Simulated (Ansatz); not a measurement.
Ansatz (a first-principles code) input (PBE/def2-TZVPD):

Ansatz 0.2 input:
```yaml
crystal:
  periodic: [false, false, false]
  atoms:
    - {symbol: Cs, position_ang: [-0.00000000, -0.00000000, -0.33804873]}
    - {symbol: F, position_ang: [0.00000000, 0.00000000, 2.06585338]}
basis:
  gaussian:
    orbitals: def2-TZVPD
hamiltonian:
  xc: {name: PBE}
total_charge: 1
magnetization: {spin_polarized: true, initial_magnetization: 1}
```

Output:

```
Functional definition: PBE
integrals: 0.02 GiB planned
506 factors; their error is unknown
mean field: 0.19 GiB planned
mean field evaluation 1: about -3217.5472 eV, gradient 1.0e2 eV
mean field evaluation 2: about -2842.8600 eV, gradient 1.9e2 eV
mean field evaluation 4: about -3243.5267 eV, gradient 5.3e1 eV
mean field evaluation 8: about -3255.7682 eV, gradient 4.8e-1 eV
mean field evaluation 16: about -3255.7635 eV, gradient 5.0e-6 eV
mean field evaluation 32: about -3217.5472 eV, gradient 1.0e2 eV
mean field -3256.23182448 eV, -119.6643123966 hartree, gradient 8.1e-7 eV, S^2 0.751632; 4 other end points of the search recorded, 0 dependent functions left out
reference -3256.23186217 eV, -119.6643137814 hartree; 9, 8 occupied and 63, 64 virtual orbitals, 506 factors
Total energy: -3256.23186217 eV, -119.6643137814 hartree
```

This state (charge 1, doublet) is run at the relaxed geometry of the species with charge 0 and multiplicity 1.
